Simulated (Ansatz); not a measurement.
The first iterations of a band of ClGaH3N (6 atoms, charge 0, multiplicity 1).

All numbers below come from Ansatz 0.2.0, RKS PBE-D4/def2-TZVP.

```yaml
movable_images: 7
climbing_image: yes
spring: 5.0 eV/Å²
optimiser: quadratic models (default)
start_path: through a guess of the saddle point
force_threshold: 0.05 eV/Å
iteration_limit: 60
end_points: relaxed
```

First end point:

```xyz
6
Properties=species:S:1:pos:R:3
Ga 0.657 0.041 0.025
N 0.950 -0.030 1.813
H 0.199 -0.116 2.490
H 1.868 0.011 2.242
H 1.745 0.174 -1.076
Cl -1.437 -0.080 -0.506
```

Last end point:

```xyz
6
Properties=species:S:1:pos:R:3
Ga 0.251 -1.093 -0.677
N 1.295 0.145 1.165
H 0.443 0.604 1.506
H 1.686 -0.416 1.926
H 1.981 0.863 0.920
Cl -1.674 -0.103 0.147
```

| iteration | highest image above the first end (eV) | largest band force component (eV/Å) |
| --- | --- | --- |
| 1 | 4.073 | 4.909 |
| 2 | 3.073 | 2.508 |
| 3 | 2.655 | 5.367 |
| 4 | 2.477 | 1.752 |
| 5 | 2.227 | 4.132 |
| 6 | 1.962 | 1.964 |
| 7 | 1.719 | 2.733 |

Problem. Does the band converge within its limit, and where does its top end?

Solution. The forces met the threshold. It ended after 23 iterations with the highest image 2.143 eV above the first end. The profile has 2 maxima (images 2, 6) with wells between them (image 4): this band takes more than one step, which may be the mechanism or a detour left from its start path. Neighbouring images differ by up to 2.3 eV, so the band resolves the path poorly. A vibrational analysis at the climbing image gives one clearly imaginary mode, 1195i cm⁻¹: a first-order saddle point. The orbitals stay closed-shell, which can raise the energy where a bond breaks towards radicals; this wasn't checked here.

The run took 3.9 min on 4 threads of Intel(R) Xeon(R) Platinum 8175M CPU @ 2.50GHz (Skylake/Cascade Lake), with other jobs on the host, peak memory 0.25 GiB.
